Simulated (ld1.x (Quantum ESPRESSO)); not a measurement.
**What the settings do to the ultrasoft potential of holmium**

Base potential:

holmium, ultrasoft, made with ld1.x (Quantum ESPRESSO) 7.5 (PBEsol, scalar-relativistic). Core [Kr] 4d10, reference 4f11 5s2 5p6 5d0 6s2 6p0. Waves: 5s (bound): rcut 1.65, rcutus 2.20 bohr; 6s (bound): rcut 1.65, rcutus 2.20 bohr; 5p (bound): rcut 2.00, rcutus 2.15 bohr; 6p (bound, empty): rcut 2.00, rcutus 2.15 bohr; 5d (bound, empty): rcut 3.55, rcutus 4.05 bohr; 5d channel at 1 Ry: rcut 3.55, rcutus 4.05 bohr; 4f (bound): rcut 0.70, rcutus 0.75 bohr; 4f channel at 3.15 Ry: rcut 0.70, rcutus 0.75 bohr. Local part: all-electron potential smoothed inside 0.65 bohr (lloc = -1). Core correction: a·sin(br)/r model core inside 0.35 bohr. Augmentation charge: PSQ, inside the norm-conserving radii.

All-electron outer shells of the reference configuration (PBEsol, scalar-relativistic, ld1.x):

```json
{"shell": "4p", "level (eV)": "-302.67", "outermost node (bohr)": "0.27", "outermost maximum (bohr)": "0.51"}
{"shell": "4d", "level (eV)": "-159.03", "outermost node (bohr)": "0.25", "outermost maximum (bohr)": "0.53"}
{"shell": "5s", "level (eV)": "-50.42", "outermost node (bohr)": "0.61", "outermost maximum (bohr)": "1.13"}
{"shell": "5p", "level (eV)": "-25.90", "outermost node (bohr)": "0.66", "outermost maximum (bohr)": "1.29"}
{"shell": "6s", "level (eV)": "-3.81", "outermost node (bohr)": "1.54", "outermost maximum (bohr)": "3.43"}
{"shell": "4f", "level (eV)": "-3.19", "outermost node (bohr)": "–", "outermost maximum (bohr)": "0.53"}
{"shell": "6p", "level (eV)": "-1.13", "outermost node (bohr)": "1.90", "outermost maximum (bohr)": "4.75"}
{"shell": "5d", "level (eV)": "-1.06", "outermost node (bohr)": "0.75", "outermost maximum (bohr)": "2.11"}
```

Cutoffs, loose and tight: the cutoffs (Ry, on a coarse ladder) from which the occupation-weighted sum of valence levels, in a spherical-Bessel basis at the reference potential, stays within 10 and 1 mRy of its value at 400 Ry. They do not see the model core or the augmentation charge, which bear on the density cutoff. Test errors are all-electron minus pseudo excitation energies from the reference, over the configurations 4f11 5s2 5p6 5d0 6s1 6p0; 4f11 5s2 5p6 5d0 6s0 6p0; 4f10 5s2 5p6 5d0 6s0 6p0; 4f9 5s2 5p6 5d0 6s0 6p0; 4f11 5s2 5p6 5d0 6s1 6p1; 4f10 5s2 5p6 5d1 6s2 6p0; 4f11 5s2 5p6 5d1 6s0 6p0. A dash means not determined; rows that change the core or the reference have their own tests. The largest error is taken over the tests solved by every variant that gives reliable tests at all: 4f10 5s2 5p6 5d0 6s0 6p0; 4f11 5s2 5p6 5d0 6s0 6p0; 4f11 5s2 5p6 5d0 6s1 6p0; 4f11 5s2 5p6 5d0 6s1 6p1.

A true bound ghost makes a file unfit for plane-wave use even where its test errors are small: the radial tests pick states by their node count and pass the ghost by. Where a test does run into it, the solver fails or the error is huge.

Cutoffs are not given where the Bessel-basis levels miss the radial ones by over 6 mRy, ghosts where they miss by over 20 mRy; a channel whose overlap is not positive is not tested.

A file whose overlap is not positive is unfit for use, and its test errors describe a broken file.

| change | outcome | bound ghosts | largest test error (meV) |
| --- | --- | --- | --- |
| base | generated, overlap not positive | d (s, p not tested, overlap not positive) | -692 |
| wave 5d channel at 1 Ry: rcut 3.55, rcutus 4.05 bohr becomes 5d channel at -0.18 Ry: rcut 3.55, rcutus 4.05 bohr | generated, overlap not positive | d (s, p not tested, overlap not positive) | -692 |
| wave 5d channel at 1 Ry: rcut 3.55, rcutus 4.05 bohr becomes 5d channel at -0.01 Ry: rcut 3.55, rcutus 4.05 bohr | generated, overlap not positive | d (s, p not tested, overlap not positive) | -692 |
| wave 5d channel at 1 Ry: rcut 3.55, rcutus 4.05 bohr becomes 5d channel at 0.25 Ry: rcut 3.55, rcutus 4.05 bohr | generated, overlap not positive | d (s, p not tested, overlap not positive) | -692 |
| wave 5d channel at 1 Ry: rcut 3.55, rcutus 4.05 bohr becomes 5d channel at 0.8 Ry: rcut 3.55, rcutus 4.05 bohr | generated, overlap not positive | d (s, p not tested, overlap not positive) | -692 |
| wave 5d channel at 1 Ry: rcut 3.55, rcutus 4.05 bohr becomes 5d channel at 2.06 Ry: rcut 3.55, rcutus 4.05 bohr | generated, overlap not positive | d (s, p not tested, overlap not positive) | -692 |
| wave 5d channel at 1 Ry: rcut 3.55, rcutus 4.05 bohr becomes 5d channel at 5.29 Ry: rcut 3.55, rcutus 4.05 bohr | generated, overlap not positive | d (s, p not tested, overlap not positive) | -692 |
